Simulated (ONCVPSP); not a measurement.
## Ranking ONCV potentials for O (Z = 8)

All share these settings but for the change named:

O, optimised norm-conserving Vanderbilt (ONCV), made with ONCVPSP 4.0.1 (PBEsol, scalar-relativistic). Core [He], reference 2s2 2p4. Waves: 2s: rc 0.90 bohr, ncon 4, nbas 9, qcut 6.6 1/bohr, 1 projector; 2p: rc 1.35 bohr, ncon 5, nbas 10, qcut 10.4 1/bohr, 2 projectors, debl 0.8 Ha. Local part: polynomial inside 0.60 bohr (lpopt 5, dvloc0 0 Ha). Core correction: Teter function, fcfact 3.5, rcfact 1.2.

Test errors are all-electron minus pseudo excitation energies from the reference, over 2s2 2p3; 2s2 2p2; 2s2 2p1; 2s2 2p3.5. None of these files shows a bound ghost.

The base gives 489.8 meV.

Of 4 variants that were run, those that failed, showed a ghost or another fault, or gave nearly equal values are left out.

A variant can come out equal or close to the base, since the largest error may sit in a test that the change hardly touches while other tests move.

Question: Rank these variants by their largest absolute test error, smallest first.
A. core correction Teter function, fcfact 3.5, rcfact 1.78
B. p: rc 0.96
C. core correction Teter function, fcfact 6.2, rcfact 1.2

Answer: B (263.4 meV), A (400.0 meV), C (495.2 meV).
